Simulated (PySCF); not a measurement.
NMR data simulated for an unnamed compound:

1H NMR (300 MHz, computed): δ 4.79 (m, 1H), 4.73 (m, 1H), 3.22 (m, 1H), 1.94 (m, 2H), 1.86 (m, 2H).

13C{1H} NMR (computed): δ 124.6 (C), 103.6 (C), 76.9 (C), 23.1 (CH), 19.3 (CH2).

Calculated, not measured (PySCF 2.14): GFN2-xTB structure, PBE0/pcSseg-1 with gauge-including orbitals. Non-relativistic Hamiltonian, one averaged value for each set of equivalent atoms, no solvent, a single conformation.

δ = σ(ref) − σ, references computed at the same level: TMS for 1H (σref 31.72), 13C (σref 186.93).

**Question.** Which of these does the molecule contain: a C≡C triple bond, a Si–CH3 group, a Si–H bond, a carboxylic acid, an amide, a CF3 group?

**Answer.** 
- A C≡C triple bond: yes (δC 76.9, 103.6).
- A Si–CH3 group: no.
- A Si–H bond: yes (δH 4.73 (m), 4.79 (m)).
- A carboxylic acid: no.
- An amide: no.
- A CF3 group: yes (δC 124.6).

The data belong to `InChI=1S/C6H7F3Si/c7-6(8,9)2-1-5-3-10-4-5/h5H,3-4,10H2`; they needn't prove each group on their own.

Carbon signals by region: 2 in the sp2 and nitrile region (100–160 ppm), 1 at 50–100 ppm, 2 below 50 ppm.

Splittings by 19F in the carbon and heteronuclear signals aren't shown, as no couplings were computed. Shifts are as computed. Against solution values, carbons near 30 ppm lie about +3 ppm off and those near 130 ppm about +5 ppm. Of 1211 compounds with measured shifts, 218 miss one by over three times the rms of a fit or turn the order of signals round; such compounds aren't used in these exercises. Multiplicities follow the n + 1 count of equivalent neighbours, as no J values were calculated; m marks all less simple cases, F and P coupling included.
